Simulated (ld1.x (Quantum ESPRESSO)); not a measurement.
# Building the ultrasoft potential for iron (Fe) (PBE, scalar-relativistic).

Input for ld1.x (Quantum ESPRESSO) 7.5:

```
&input
   title='Fe', zed=26., rel=1, dft='PBE', iswitch=3,
   config='[Ar] 3d6 4s1.5 4p0',
   nld=3, rlderiv=3.30, eminld=-3.0, emaxld=5.0, deld=0.02
 /
 &inputp
   pseudotype=3, tm=.true., lloc=-1, rcloc=2.30,
   nlcc=.true., new_core_ps=.true., rcore=1.30,
   which_augfun='PSQ', rmatch_augfun=1.65,
   file_pseudopw='Fe.UPF', file_wfcaegen='ae.wfc', file_wfcncgen='nc.wfc', file_beta='beta', file_chi='chi', file_wfcusgen='us.wfc'
 /
6
4S  1  0   1.50   0.00  1.95  2.30  0.0
4S  1  0   0.00   1.30  1.95  2.30  0.0
4P  2  1   0.00   0.00  2.90  3.05  0.0
4P  2  1   0.00   0.05  2.90  3.05  0.0
3D  3  2   6.00   0.00  1.60  1.80  0.0
3D  3  2   0.00  -0.10  1.60  1.80  0.0
 &test
   configts(1)='3d6 4s1.5 4p0'
 /
```

Command:

```bash
ld1.x < Fe.in > Fe.out
```

The program printed (shortened: banner, matrices, multipoles, cross overlaps and the repeated all-electron block are left out):

```
Program LD1 v.7.5
     --------------------------- All-electron run ----------------------------

     Fe
     scalar relativistic calculation

     atomic number is 26.00
     dft =PBE   lsd =0 sic =0 latt =0  beta=0.20 tr2=1.0E-14
     Exchange-correlation= PBE
                           (   1   4   3   4   0   0   0)
     mesh =1191 r(mesh) = 101.18024 a.u. xmin = -7.00 dx = 0.01250
     1 Ry =  13.60569312 eV, c = 137.03599908

     n l     nl                  e(Ry)          e(Ha)          e(eV)
     1 0     1S 1( 2.00)      -514.7122      -257.3561     -7003.0163
     2 0     2S 1( 2.00)       -60.5434       -30.2717      -823.7350
     2 1     2P 1( 6.00)       -51.6306       -25.8153      -702.4695
     3 0     3S 1( 2.00)        -7.2092        -3.6046       -98.0861
     3 1     3P 1( 6.00)        -4.7126        -2.3563       -64.1185
     3 2     3D 1( 6.00)        -0.8486        -0.4243       -11.5462
     4 0     4S 1( 1.50)        -0.6387        -0.3193        -8.6899
     4 1     4P 1( 0.00)        -0.3070        -0.1535        -4.1771

     final scf error:  8.8E-15 reached in  28 iterations

     Etot =   -2544.646255 Ry,   -1272.323128 Ha,  -34621.676053 eV

     Ekin =    2575.096941 Ry,    1287.548471 Ha,   35035.978747 eV
     Encl =   -6077.433887 Ry,   -3038.716943 Ha,  -82687.700439 eV
     Eh   =    1068.600126 Ry,     534.300063 Ha,   14539.045379 eV
     Exc  =    -110.909435 Ry,     -55.454718 Ha,   -1508.999740 eV

     normalization and overlap integrals

     s(1S/1S) =  1.000000  <r> =   0.0585  <r2> =    0.0046  r(max) =   0.0385
     s(2S/2S) =  1.000000  <r> =   0.2669  <r2> =    0.0841  r(max) =   0.2213
     s(2P/2P) =  1.000000  <r> =   0.2355  <r2> =    0.0682  r(max) =   0.1790
     s(3S/3S) =  1.000000  <r> =   0.8108  <r2> =    0.7591  r(max) =   0.6990
     s(3P/3P) =  1.000000  <r> =   0.8579  <r2> =    0.8688  r(max) =   0.7167
     s(3D/3D) =  1.000000  <r> =   1.1268  <r2> =    1.7008  r(max) =   0.7078
     s(4S/4S) =  1.000000  <r> =   2.8351  <r2> =    9.2738  r(max) =   2.3500
     s(4P/4P) =  1.000000  <r> =   3.8032  <r2> =   16.9284  r(max) =   3.0174

     ------------------------ End of All-electron run ------------------------

     --------------------- Generating US pseudopotential ---------------------

      Generating local potential from pseudized AE potential:
      Matching radius rcloc =   2.3000

      Local pseudo, rcloc= 2.321 Estimated cut-off energy=     4.38 Ry

      Computing core charge for nlcc:

       r > 1.31 : true rho core
      Core charge pseudized with two Bessel functions
      Integrated core pseudo-charge :   8.44
      Wfc-us  4S rcutus= 2.321  Estimated cut-off energy=     8.22 Ry
      Wfc-us  4S rcutus= 2.321  Estimated cut-off energy=    12.23 Ry
      Wfc-us  4P rcutus= 3.055  Estimated cut-off energy=     8.03 Ry
      Wfc-us  4P rcutus= 3.055  Estimated cut-off energy=     8.74 Ry
      Wfc-us  3D rcutus= 1.807  Estimated cut-off energy=    35.85 Ry
      Wfc-us  3D rcutus= 1.807  Estimated cut-off energy=    55.44 Ry

     Q pseudized with Bessel functions
     Expected ecutrho=     162.4605 due to l1=  2   l2=  2

     ------------------- End of pseudopotential generation -------------------

     Computing logarithmic derivative in   3.31406
     Computing logarithmic derivative in   3.31406
     Computing the partial wave expansion
     R is outside the sphere for l=    0 j= 0.00
     R is outside the sphere for l=    0 j= 0.00
     R is outside the sphere for l=    1 j= 0.00
     R is outside the sphere for l=    1 j= 0.00
     R is outside the sphere for l=    2 j= 0.00
     R is outside the sphere for l=    2 j= 0.00

     ---------------------- Testing the pseudopotential ----------------------

     Fe
     scalar relativistic calculation

     atomic number is 26.00   valence charge is  8.00
     dft =PBE   lsd =0 sic =0 latt =0  beta=0.20 tr2=1.0E-14
     mesh =1191 r(mesh) = 101.18024 xmin = -7.00 dx = 0.01250

     n l     nl             e AE (Ry)        e PS (Ry)    De AE-PS (Ry)
     3 2     3D   1( 6.00)       -0.84863       -0.84863        0.00000
     1 0     4S   1( 1.50)       -0.63870       -0.63870        0.00000
     2 1     4P   1( 0.00)       -0.30701       -0.30701        0.00000

     eps = 3.7E-16  iter =  4

     Etot =   -2544.646255 Ry,   -1272.323128 Ha,  -34621.676053 eV
     Etotps =   -57.123337 Ry,     -28.561669 Ha,    -777.202599 eV

     Ekin =      15.125110 Ry,       7.562555 Ha,     205.787601 eV
     Encl =     -85.108225 Ry,     -42.554112 Ha,   -1157.956391 eV
     Ehrt =      37.519034 Ry,      18.759517 Ha,     510.472467 eV
     Ecxc =     -26.788596 Ry,     -13.394298 Ha,    -364.477411 eV
     (Ecc =     -14.574834 Ry,      -7.287417 Ha,    -198.300712 eV)
     Epseu=       2.129339 Ry,       1.064670 Ha,      28.971135 eV

     ---------------------- End of pseudopotential test ----------------------
```

Generation and configuration tests took about 2.5 s on one core of a shared server CPU.

Transferability test of the new file with ld1.x, input:

```
&input
   title='Fe', zed=26., rel=1, dft='PBE', iswitch=2,
   config='[Ar] 3d6 4s1.5 4p0'
 /
 &test
   file_pseudo='Fe.UPF', nconf=8,
   configts(1)='3d6 4s1.5 4p0',
   configts(2)='3d6 4s2 4p0',
   configts(3)='3d6 4s1 4p0',
   configts(4)='3d6 4s0 4p0',
   configts(5)='3d7 4s1 4p0',
   configts(6)='3d5 4s2 4p1',
   configts(7)='3d7 4s0 4p0',
   configts(8)='3d6 4s0 4p2'
 /
```

```bash
ld1.x < Fe.test.in > Fe.test.out
```

Pseudopotential blocks of its output, shortened (energy terms left out; the distinct warnings before each block abridged to one line each):

```
     ---------------------- Testing the pseudopotential ----------------------

     n l     nl             e AE (Ry)        e PS (Ry)    De AE-PS (Ry)
     3 2     3D   1( 6.00)       -0.84863       -0.84863        0.00000
     1 0     4S   1( 1.50)       -0.63870       -0.63870        0.00000
     2 1     4P   1( 0.00)       -0.30701       -0.30701        0.00000

     eps = 3.7E-16  iter =  4

     Etot =   -2544.646255 Ry,   -1272.323128 Ha,  -34621.676053 eV
     Etotps =   -57.123337 Ry,     -28.561669 Ha,    -777.202599 eV

     ---------------------- End of pseudopotential test ----------------------

          ---------------------- Testing the pseudopotential ----------------------

     n l     nl             e AE (Ry)        e PS (Ry)    De AE-PS (Ry)
     3 2     3D   1( 6.00)       -0.55159       -0.55132       -0.00027
     1 0     4S   1( 2.00)       -0.38894       -0.38891       -0.00003
     2 1     4P   1( 0.00)       -0.09741       -0.09741       -0.00000

     eps = 3.3E-15  iter =  9

     Etot =   -2544.902313 Ry,   -1272.451157 Ha,  -34625.159902 eV
     Etotps =   -57.379411 Ry,     -28.689706 Ha,    -780.686661 eV
     dEtot_ae =      -0.256058 Ry
     dEtot_ps =      -0.256074 Ry,   Delta E=       0.000016 Ry

     ---------------------- End of pseudopotential test ----------------------

          ---------------------- Testing the pseudopotential ----------------------

     n l     nl             e AE (Ry)        e PS (Ry)    De AE-PS (Ry)
     3 2     3D   1( 6.00)       -1.17273       -1.17326        0.00053
     1 0     4S   1( 1.00)       -0.90612       -0.90623        0.00011
     2 1     4P   1( 0.00)       -0.53939       -0.53944        0.00005

     eps = 9.2E-15  iter =  8

     Etot =   -2544.260749 Ry,   -1272.130374 Ha,  -34616.430970 eV
     Etotps =   -56.737770 Ry,     -28.368885 Ha,    -771.956687 eV
     dEtot_ae =       0.385507 Ry
     dEtot_ps =       0.385567 Ry,   Delta E=      -0.000061 Ry

     ---------------------- End of pseudopotential test ----------------------

          ---------------------- Testing the pseudopotential ----------------------

     n l     nl             e AE (Ry)        e PS (Ry)    De AE-PS (Ry)
     3 2     3D   1( 6.00)       -1.89018       -1.89317        0.00299
     1 0     4S   1( 0.00)       -1.48462       -1.48546        0.00083
     2 1     4P   1( 0.00)       -1.05088       -1.05145        0.00057

     eps = 2.8E-17  iter =  7

     Etot =   -2543.069838 Ry,   -1271.534919 Ha,  -34600.227810 eV
     Etotps =   -55.546360 Ry,     -27.773180 Ha,    -755.746723 eV
     dEtot_ae =       1.576417 Ry
     dEtot_ps =       1.576978 Ry,   Delta E=      -0.000561 Ry

     ---------------------- End of pseudopotential test ----------------------

          ---------------------- Testing the pseudopotential ----------------------

     n l     nl             e AE (Ry)        e PS (Ry)    De AE-PS (Ry)
     3 2     3D   1( 7.00)       -0.28033       -0.28033        0.00001
     1 0     4S   1( 1.00)       -0.31273       -0.31238       -0.00035
     2 1     4P   1( 0.00)       -0.06376       -0.06400        0.00024

     eps = 6.5E-15  iter = 14

     Etot =   -2544.960455 Ry,   -1272.480228 Ha,  -34625.950962 eV
     Etotps =   -57.437514 Ry,     -28.718757 Ha,    -781.477189 eV
     dEtot_ae =      -0.314200 Ry
     dEtot_ps =      -0.314177 Ry,   Delta E=      -0.000023 Ry

     ---------------------- End of pseudopotential test ----------------------

          Warning: n=3, l=2 expected 0 nodes, found 1
     ---------------------- Testing the pseudopotential ----------------------

     n l     nl             e AE (Ry)        e PS (Ry)    De AE-PS (Ry)
     3 2     3D   1( 5.00)       -1.03667       -1.04089        0.00422
     1 0     4S   1( 2.00)       -0.55032       -0.55112        0.00080
     2 1     4P   1( 1.00)       -0.19301       -0.19310        0.00009

     eps = 3.4E-15  iter = 15

     Etot =   -2544.259401 Ry,   -1272.129701 Ha,  -34616.412636 eV
     Etotps =   -56.735170 Ry,     -28.367585 Ha,    -771.921313 eV
     dEtot_ae =       0.386854 Ry
     dEtot_ps =       0.388167 Ry,   Delta E=      -0.001313 Ry

     ---------------------- End of pseudopotential test ----------------------

          ---------------------- Testing the pseudopotential ----------------------

     n l     nl             e AE (Ry)        e PS (Ry)    De AE-PS (Ry)
     3 2     3D   1( 7.00)       -0.84460       -0.84477        0.00017
     1 0     4S   1( 0.00)       -0.79203       -0.79100       -0.00102
     2 1     4P   1( 0.00)       -0.46057       -0.46051       -0.00006

     eps = 7.2E-15  iter = 15

     Etot =   -2544.414572 Ry,   -1272.207286 Ha,  -34618.523850 eV
     Etotps =   -56.892237 Ry,     -28.446119 Ha,    -774.058322 eV
     dEtot_ae =       0.231683 Ry
     dEtot_ps =       0.231100 Ry,   Delta E=       0.000583 Ry

     ---------------------- End of pseudopotential test ----------------------

          ---------------------- Testing the pseudopotential ----------------------

     n l     nl             e AE (Ry)        e PS (Ry)    De AE-PS (Ry)
     3 2     3D   1( 6.00)       -0.78198       -0.78330        0.00132
     1 0     4S   1( 0.00)       -0.53031       -0.53043        0.00012
     2 1     4P   1( 2.00)       -0.20297       -0.20298        0.00001

     eps = 3.4E-15  iter = 10

     Etot =   -2544.280874 Ry,   -1272.140437 Ha,  -34616.704793 eV
     Etotps =   -56.757844 Ry,     -28.378922 Ha,    -772.229807 eV
     dEtot_ae =       0.365381 Ry
     dEtot_ps =       0.365493 Ry,   Delta E=      -0.000113 Ry

     ---------------------- End of pseudopotential test ----------------------
```
